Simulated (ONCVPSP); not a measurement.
Building the ONCV potential for B (Z = 5) (PBE, non-relativistic).

```
Element                 : boron (B)
Generator               : ONCVPSP 4.0.1
Type                    : optimised norm-conserving Vanderbilt (ONCV)
Functional              : PBE
Relativity              : non-relativistic
Frozen core             : [He]
Valence charge          : 3
Reference configuration : 2s1.75 2p1.25
Partial waves           : 2s: rc 1.00 bohr, ncon 5, nbas 9, qcut 5.5 1/bohr, local; 2p: rc 3.65 bohr, ncon 3, nbas 6, qcut 4.2 1/bohr, 2 projectors, debl 2.1 Ha; d scattering state at 0.27 Ha: rc 3.85 bohr, ncon 4, nbas 7, qcut 2.4 1/bohr, 2 projectors, debl 0.6 Ha
Local potential         : the s channel
Core correction         : Teter function fitted to the true core (icmod 2), fcfact 0.25
```

All-electron outer shells of the reference configuration (PBE, non-relativistic, ld1.x):

```csv
shell,level (eV),outermost node (bohr),outermost maximum (bohr)
1s,-180.84,–,0.21
2s,-9.57,0.46,1.52
2p,-3.73,–,1.57
```

(1) Is a potential produced?

## Answers

(1) No. ONCVPSP 4.0.1 stopped with "optimize: ERROR ps0norm > uunorm, code will stop": the continuity conditions at rc already need more norm inside rc than the all-electron wave has, so norm conservation cannot be met. It happened in the s channel.
